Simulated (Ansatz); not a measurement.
Reactions of C₂H₄INO (`COC(=N)I`).

Gas-phase electronic energies from Ansatz, PBE0-D4/def2-TZVP geometries. CCSD(T)/CBS adds triple-zeta CCSD(T) − MP2 to the extrapolated MP2 energy (def2 sets, frozen cores). This one scheme is used for every species, atoms too. For atomizations the MP2-based limit and the directly extrapolated one differ by several kJ/mol either way, and by 10 to 25 for some Ge, Se and Sn compounds, so smaller differences from it don't rank the levels. DFT in def2-TZVPP. B3LYP here is the variant with VWN-RPA as its local correlation; programs differ in this. No spin–orbit coupling; open shells (•) take unrestricted orbitals. Spin–orbit coupling would lower the free atoms: a little for C, O; strongly for I. def2 core potentials past Kr. For I outer-core shells are correlated without core-valence functions, so the limit isn't a true one: a few kJ/mol of doubt a bond, and 10 to 20 or more in all where bonds break to atoms. One conformer a species, not always the lowest.

```
                               reaction  CCSD(T)/CBS(def2) (eV)
`COC(=N)I` → 2 C• + 4 H• + I• + N• + O•                   34.36
   `COC(=N)I` + H₂S → `N=C(S)I` + CH₃OH                    0.10
    `COC(=N)I` + HCl → `COC(=N)Cl` + HI                       ?
       `COC(=N)I` + H₂ → `N=CI` + CH₃OH                   -0.39
 `COC(=N)I` + `C=N` → `C=NC(=N)OC` + HI                   -0.45
```

Problem. Fill in the missing values. (Estimate.)

Solution. The calculation gave: `COC(=N)I` + HCl → `COC(=N)Cl` + HI: +0.09 eV.

Largest T1 diagnostic: 0.014, for `C=NC(=N)OC`.
